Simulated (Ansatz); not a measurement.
A single point on the Sb atom.

```yaml
crystal:
  periodic: [false, false, false]
  atoms:
    - {symbol: Sb, position_ang: [0.000000, 0.000000, 0.000000]}
basis:
  gaussian: {orbitals: def2-TZVPP}
magnetization: {spin_polarized: true, initial_magnetization: 3}
hamiltonian: {xc: pbe}
correlation: {method: rpa}
```

```sh
$ ansatz run in.yaml --threads 2 --pin off --events-out ev --progress --plain
```

Shortened log:

```
Functional definition: PBE
315 factors; integrals over basis functions are off by at most 1.1e-4 eV
mean field evaluation 1: about -6536.3093 eV, gradient 2.5e0 eV
mean field evaluation 2: about -6536.3088 eV, gradient 2.5e0 eV
mean field evaluation 4: about -6536.3767 eV, gradient 5.0e-1 eV
mean field evaluation 8: about -6536.3770 eV, gradient 2.8e-4 eV
mean field -6536.37700127 eV, -240.2074242811 hartree, gradient 2.1e-6 eV, S^2 3.750741; 0 other end points of the search recorded, 0 dependent functions left out
4 core orbitals not correlated: weight in the atoms' cores, before any rotation towards them, 1.000 or more for the frozen orbitals, at most 0.000 for the correlated occupied ones
reference -6510.83245732 eV, -239.2686796059 hartree; 9, 6 occupied and 37, 40 virtual orbitals, 315 factors
Total energy: -6521.32485194 eV, -239.6542679959 hartree
```

Run time 0.7 s (2 threads of a server CPU on a shared host); peak host memory 0.11 GiB.
